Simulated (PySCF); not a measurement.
C2H5NOSi.

```xyz
10

N     -0.3324     2.8635     0.0000
C      0.1975     1.8321     0.0000
C      0.8015     0.5104     0.0000
Si    -0.5042    -0.8686     0.0000
O      0.4073    -2.2639     0.0000
H      1.4442     0.3878    -0.8877
H      1.4442     0.3878     0.8877
H     -1.3546    -0.7445     1.2169
H     -1.3546    -0.7445    -1.2169
H     -0.0465    -3.1143     0.0000
```

Coordinates come from a B3LYP-D3(BJ)/def2-SVP optimisation. The structure was generated by enumeration, and PubChem lists no compound with its InChIKey, so it may never have been made. One conformer was computed; it need not be the lowest.

Level of theory: PySCF with PBE/pcSseg-1. Non-relativistic, no solvent.

Question: Give the absolute GIAO shielding of each atom: isotropic value and principal components (ppm). (The exact figures need the calculation; the answer reports its results.)

Answer: 
```csv
atom,σ(iso),σ11,σ22,σ33,span
N1,-37.2,-215.8,-205.4,309.5,525.2
C2,65.9,-46.4,-45.7,289.7,336.1
C3,177.2,158.4,171.8,201.2,42.8
Si4,348.6,313.7,323.6,408.4,94.7
O5,311.1,274.2,297.1,362.1,88.0
H6,29.3,24.7,28.2,35.0,10.3
H7,29.3,24.7,28.2,35.0,10.3
H8,25.9,22.8,24.7,30.2,7.4
H9,25.9,22.8,24.7,30.2,7.4
H10,30.6,22.4,25.1,44.3,21.9
```
